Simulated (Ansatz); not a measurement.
Reaction (ligand exchange at a B–C bond): `BC1BNC1` + `O[CH2][GeH3]` → `BO[CH2][GeH3]` + `B1CCN1`

Isolated molecules relaxed with PBE0-D4/def2-TZVP in Ansatz; ΔE leaves out vibrations. CBS: MP2 limit from def2 TZ/QZ plus the TZ coupled-cluster correction, frozen cores. Functionals use def2-TZVPP. B3LYP here is the variant with VWN-RPA as its local correlation; programs differ in this. For Ge outer-core shells are correlated without core-valence functions, which leaves a few kJ/mol of doubt a bond. Scalar relativity is left out up to krypton. One conformer a species, not always the lowest.

```csv
level,ΔE (kJ/mol),difference from CCSD(T)/CBS
PBE-D4,-114.4,4.2
r2SCAN-D4,-117.3,1.3
PBE0-D4,-114.3,4.3
B3LYP-D4,-124.5,-5.9
ωB97X-V,-120.0,-1.4
ωB97M-V,-119.0,-0.4
B2PLYP,-125.4,-6.8
PBE,-115.7,2.9
r2SCAN,-117.6,1.0
PBE0,-115.3,3.3
B3LYP,-126.6,-8.0
HF/def2-TZVPP,-132.0,-13.4
MP2/def2-TZVPP,-119.0,-0.4
SCS-MP2/def2-TZVPP,-123.1,-4.5
CCSD/def2-TZVPP,-122.6,-4.0
CCSD(T)/def2-TZVPP,-121.5,-2.9
HF/def2-QZVPP,-132.0,-13.4
MP2/def2-QZVPP,-117.4,1.2
SCS-MP2/def2-QZVPP,-121.5,-2.9
HF/CBS(def2),-132.0,-13.4
MP2/CBS(def2),-116.1,2.5
CCSD/CBS(def2),-119.7,-1.1
CCSD(T)/CBS,-118.6,0
```

Largest T1 diagnostic among the species: 0.014.

In def2-TZVPP, CCSD(T) changes the Hartree–Fock value by +10.5 kJ/mol (the triples alone add +1.1 kJ/mol) and MP2 by +12.9 kJ/mol.
